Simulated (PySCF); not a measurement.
SMILES COC(=O)c1ccc(C)cc1 (C9H10O2) (GFN2-xTB optimised geometry):

```
21

C      3.877     1.149    -0.007
O      2.459     1.120    -0.005
C      1.901    -0.104     0.000
O      2.553    -1.120     0.003
C      0.422    -0.057     0.000
C     -0.279    -1.261     0.000
C     -1.659    -1.261     0.000
C     -2.370    -0.064     0.000
C     -3.867    -0.073    -0.022
C     -1.663     1.133     0.000
C     -0.282     1.144     0.000
H      4.265     0.652    -0.899
H      4.269     0.638     0.875
H      4.160     2.198     0.000
H      0.280    -2.184     0.001
H     -2.197    -2.198     0.001
H     -4.220    -0.242    -1.039
H     -4.269     0.876     0.324
H     -4.257    -0.874     0.603
H     -2.204     2.069     0.001
H      0.259     2.078     0.001
```

Calculation: CAM-B3LYP/def2-SVP in PySCF.

Question: What are the frontier orbital energies and the dipole moment?

Answer: HOMO-2 -9.29 eV, HOMO-1 -8.65 eV, HOMO -8.33 eV, LUMO 0.04 eV, LUMO+1 1.00 eV; dipole moment 2.09 D.

On the same geometry PySCF with PBE/def2-SVP gives HOMO-2 -6.40 eV, HOMO-1 -6.15 eV, HOMO -6.07 eV, LUMO -1.92 eV, LUMO+1 -1.10 eV; dipole moment 2.04 D.

Meta-Löwdin charges at CAM-B3LYP/def2-SVP: C1 -0.08, O2 -0.35, C3 0.50, O4 -0.46, C5 -0.05, C6 -0.08, C7 -0.12, C8 0.05, C9 -0.29, C10 -0.12, C11 -0.08, H12 0.11, H13 0.11, H14 0.11, H15 0.12, H16 0.10, H17 0.11, H18 0.10, H19 0.11, H20 0.10, H21 0.12.
